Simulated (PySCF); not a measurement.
AlCl, SMILES [Al][Cl] (connectivity only; charge and spin as stated), neutral, multiplicity 1.

Geometry optimised at PBE0-D3(BJ)/def2-TZVPD.

Computed with PySCF with CAM-B3LYP/def2-TZVPD.

The molecule is in vacuum.

Estimate the frontier levels, gap, dipole moment and polarisability. (Estimate from the structure and the level; the computed values follow.)


```yaml
highest_occupied_level: -8.24 eV
lowest_empty_level: -0.70 eV
orbital_gap: 7.54 eV
dipole_moment: 1.73 D
quadrupole, principal values (traceless, Buckingham form, about the centre of nuclear charge): -3.40, 1.70, 1.70 D·Å
mean_static_polarisability: 53.1 bohr³ (7.86 Å³)
polarisability_principal_values: 48.8, 48.8, 61.6 bohr³
```
